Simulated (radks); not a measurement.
Question: Isoelectronic series with 15 electrons, each ion in its NIST ground configuration. Method: non-relativistic Kohn-Sham, LDA (Slater exchange, Perdew-Wang correlation), spin-polarised, spherical densities, point nucleus; open shells are filled with parallel spins first; computed with a radial shooting solver on a logarithmic mesh with Libxc functionals. Total energies (hartree) and mean radii <r> (bohr) (* marks an orbital that is empty in some or all of the ions):

| ion | configuration | E (hartree) | 3p down* | 3p up | 3s down |
|---|---|---|---|---|---|
| P | [Ne] 3s2 3p3 | -340.00005 | 2.497 | 2.327 | 1.922 |
| S+ | [Ne] 3s2 3p3 | -396.35052 | 1.942 | 1.872 | 1.656 |
| Cl2+ | [Ne] 3s2 3p3 | -457.29783 | 1.627 | 1.587 | 1.458 |
| Ar3+ | [Ne] 3s2 3p3 | -522.82843 | 1.412 | 1.386 | 1.305 |
| K4+ | [Ne] 3s2 3p3 | -592.93442 | 1.253 | 1.235 | 1.182 |
| Ca5+ | [Ne] 3s2 3p3 | -667.61077 | 1.129 | 1.115 | 1.081 |
| Sc6+ | [Ne] 3s2 3p3 | -746.85405 | 1.029 | 1.018 | 0.9973 |
| V8+ | [Ne] 3s2 3p3 | -919.03230 | 0.8757 | 0.8686 | 0.8643 |
| Cr9+ | [Ne] 3s2 3p3 | -1011.96416 | 0.8158 | 0.8099 | 0.8106 |
| Mn10+ | [Ne] 3s2 3p3 | -1109.45638 | 0.7639 | 0.7589 | 0.7634 |
| Fe11+ | [Ne] 3s2 3p3 | -1211.50815 | 0.7184 | 0.7141 | 0.7215 |

Estimate the row of Ti7+ ([Ne] 3s2 3p3).

Answer: E (hartree) -830.66182; 3p down* 0.9456; 3p up 0.9370; 3s down 0.9259.
